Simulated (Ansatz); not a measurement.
Born–Oppenheimer molecular dynamics of H8N2OSi2 (13 atoms, charge 0, multiplicity 1). It goes on from the last frame of an earlier run, with new velocities.

These are results of Ansatz 0.2.0, RKS r2SCAN/6-31G, not measurements.

```json
{
 "ensemble": "NVT, Nosé–Hoover chain",
 "time step": "0.25 fs",
 "steps asked": "100",
 "set temperature": "400 K",
 "thermostat": "time constant 100 fs, chain length 3 (defaults)",
 "seed": "468417"
}
```

First frame:

```xyz
13
Properties=species:S:1:pos:R:3
Si -0.194 -0.002 -0.044
O -0.259 -0.368 1.643
Si -1.394 -0.364 2.950
H -2.703 -1.181 2.559
H -0.591 -0.970 4.009
H -2.030 1.022 3.272
H 1.296 0.267 -0.212
N -1.032 1.409 -0.610
H -2.005 1.246 -0.846
H -0.803 2.385 -0.492
N -0.980 -1.448 -0.834
H -1.250 -2.100 -0.127
H -0.977 -1.798 -1.832
```

Problem. What does the run give?

Solution. All steps were run.

```yaml
steps_done: 100
time_covered: 25 fs
mean_temperature_over_the_second_half: 390 K
spread_of_the_potential_energy_over_the_second_half: 4.7 meV per atom
mean_potential_energy_of_the_second_half_above_the_start: 0.8 meV per atom
```

The conserved energy stayed within 0.027 meV per atom of its start (net change -0.0046 meV per atom), so the integration is sound. A run of 0.025 ps of so small a system gives no equilibrium averages. Limits of this set-up: no polarisation functions.

Problem. What happens to the structure?

Solution. The same pairs are bonded in the first frame and the last. Pairs count as bonded within 1.25 times the sum of covalent radii (0.12 Å more for H–H). The details hang on the random start.

Problem. How do temperature and energy run in time?

Solution. 
```csv
time (fs),T (K),potential energy less start (eV),conserved less start (meV/atom)
0,400,0.000,0.00
0.75,425,-0.036,-0.01
1.5,439,-0.056,-0.02
2.25,433,-0.047,-0.01
3,418,-0.025,0.01
3.75,418,-0.026,0.02
4.5,446,-0.065,0.00
5.25,475,-0.108,-0.03
6,482,-0.117,-0.02
6.75,470,-0.100,0.00
7.5,462,-0.088,0.01
8.25,472,-0.102,0.01
9,497,-0.139,0.00
9.75,524,-0.178,-0.02
10.5,535,-0.193,-0.03
11.25,519,-0.170,-0.02
12,484,-0.120,0.00
12.75,457,-0.082,0.02
13.5,455,-0.080,0.00
14.25,461,-0.089,-0.02
15,448,-0.070,-0.02
15.75,413,-0.021,-0.01
16.5,374,0.034,0.01
17.25,350,0.068,0.01
18,346,0.074,0.01
18.75,354,0.062,0.00
19.5,364,0.048,-0.01
20.25,362,0.050,-0.02
21,347,0.072,0.00
21.75,336,0.088,0.02
22.5,351,0.066,0.01
23.25,385,0.017,-0.01
24,411,-0.021,-0.02
24.75,418,-0.030,-0.01
```

The run took 10 min on 1 thread of Arm Neoverse V2, with other jobs on the host, peak memory 0.13 GiB.
